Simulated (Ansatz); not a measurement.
`BCN=C`, charge 0, multiplicity 1.

Question: Give a relaxed structure at PBE0-D4/def2-TZVP (the Gaussian-basis code of Ansatz). (Best estimate.)

Answer: Ansatz gave: 
```xyz
10

B    -0.757   -0.693    1.352
C     0.170    0.250    0.537
N     0.765   -0.314   -0.643
C     0.521    0.229   -1.751
H    -1.353   -0.229    2.280
H    -0.851   -1.857    1.102
H    -0.307    1.232    0.368
H     0.974    0.453    1.272
H     0.945   -0.196   -2.660
H    -0.108    1.125   -1.858
```
This is one stationary point; other conformers may exist.
